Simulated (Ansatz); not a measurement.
AuH4NO (`[NH3+][Au-][OH]`), relaxed with RKS PBE0-D4/def2-TZVP in Ansatz 0.2.0 from a GFN2-xTB geometry. The force threshold is 0.005 eV/Å; the program also tests the step.

The species carries charge 0 and has multiplicity 1. Au takes the def2 core potential.

Start:

```xyz
7

N    -0.963   -0.507   -0.835
Au    0.451    0.397    0.437
O     1.718    1.334    1.617
H    -0.518   -1.188   -1.439
H    -1.402    0.203   -1.411
H    -1.679   -0.971   -0.288
H     2.393    0.732    1.920
```

**Question.** By how much does the energy fall, and how many steps does the optimiser take? (Estimate.)

**Answer.** Ansatz gave: 1.67 kJ/mol, in 4 steps.

**Question.** Which bonds change most? (Best estimate.)

**Answer.** Ansatz gave: N1–Au2 from 2.106 to 2.071 Å; Au2–O3 from 1.969 to 1.948 Å; O3–H7 from 0.954 to 0.961 Å; N1–H5 from 1.014 to 1.015 Å.

**Question.** Give the relaxed structure. (Best estimate.)

**Answer.** Ansatz gave: 
```xyz
7

N    -0.944   -0.493   -0.815
Au    0.444    0.399    0.438
O     1.693    1.332    1.606
H    -0.501   -1.178   -1.418
H    -1.390    0.200   -1.407
H    -1.669   -0.965   -0.285
H     2.367    0.705    1.881
```
